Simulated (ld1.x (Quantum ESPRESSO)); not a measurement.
## Before and after: TM potential for indium (In)

* Element: indium
* Generator: ld1.x (Quantum ESPRESSO) 7.5
* Type: norm-conserving Troullier–Martins (Kleinman–Bylander form)
* Functional: PBE
* Relativity: scalar-relativistic
* Frozen core: [Kr] 4d10
* Valence charge: 3
* Reference configuration: 5s1 5p0 (charge +2)
* Partial waves: 5s (bound): rc 1.65 bohr; 5p (bound, empty): rc 1.85 bohr
* Local potential: all-electron potential smoothed inside 1.40 bohr (lloc = -1)
* Core correction: none

Change: all radii scaled by about 1.27 (s 2.10, p 2.34 bohr); local potential all-electron potential smoothed inside 1.78 bohr (lloc = -1).

Cutoffs: the cutoffs (Ry, on a coarse ladder) from which the occupation-weighted sum of valence levels, in a spherical-Bessel basis at the reference potential, stays within 10 and 1 mRy of its value at 400 Ry; they do not see the model core or the augmentation charge, which bear on the density cutoff. Errors are all-electron minus pseudo energies relative to the spin-unpolarised reference configuration.

What does the change do?

The potential gets softer (25 Ry and 55 Ry → 18 Ry and 25 Ry); the bound ghosts move from d, p, s to d, s; of the 7 tests that both files solve, the error grows in 1 and shrinks in 0 by more than 15 % and 0.3 meV (median size 316.4 → 363.3 meV). A larger radius leaves more room for a smooth pseudo-wave, so fewer plane waves are needed.

```csv
quantity,base,changed
"cutoff, loose",25 Ry,18 Ry
"cutoff, tight",55 Ry,25 Ry
bound ghosts,"s, p, d","s, d"
"error for 5s2 5p1, meV [ΔE -24.60 eV]",+316,+363
"error for 5s2 5p0, meV [ΔE -19.23 eV]",+170,+165
"error for 5s2 5p0.5, meV [ΔE -22.66 eV]",+251,+268
"error for 5s0 5p3, meV [ΔE -12.65 eV]",+495,+486
"error for 5s2 5p1.3, meV [ΔE -25.13 eV]",+342,+407
"error for 5s1 5p2, meV [ΔE -18.76 eV]",+349,+389
"error for 5s1 5p1, meV [ΔE -12.64 eV]",+161,+167
```

 A true bound ghost makes a file unfit for plane-wave use even where its test errors are small: the radial tests pick states by their node count and pass the ghost by.
